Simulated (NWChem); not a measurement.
## Basis-set convergence for H3Ga

```xyz
4

Ga     0.0000     0.0000     0.0000
H      0.0000     0.0000     1.5735
H      1.3627     0.0000    -0.7868
H     -1.3627     0.0000    -0.7868
```
Charge 0, spin multiplicity 1.

Program: NWChem. The geometry was optimised at B3LYP/def2-SVP, a minimum by its harmonic frequencies.

Quantity: vertical ionisation energy at the level ΔB3LYP (Δ: difference of total energies, the cation a doublet at the parent's geometry with its hole in an orbital of symmetry a1 (C2v labels); it is the state that the SCF runs reached, from PBE0 orbitals for Hartree-Fock references, and need not be the lowest).

The Hamiltonian is non-relativistic. B3LYP has NWChem's definition, with VWN1-RPA local correlation. The structure started from a generated list of species. No SCF solution was tested for a lower state.

Relative cost: rough, from shared machines, SCF included, def2-SVP = 1.

```csv
basis,functions,vertical ionisation energy (eV),relative cost
def2-SVP,47,11.19,1
aug-cc-pVDZ,63,11.19,4
def2-TZVP,66,11.20,under 3
cc-pVTZ,85,11.20,9
pcseg-2,85,11.20,under 3
aug-cc-pVTZ,128,11.20,10
cc-pVQZ,158,11.19,20
def2-QZVP,165,11.20,9
```

Smallest basis within 0.05 eV of def2-QZVP, the largest set run: def2-SVP, with 47 functions against 165 and about 10 % of the time (also within reach: aug-cc-pVDZ, def2-TZVP, cc-pVTZ, pcseg-2, aug-cc-pVTZ, cc-pVQZ). def2-QZVP isn't the basis-set limit itself, and a small set can land close by cancellation.
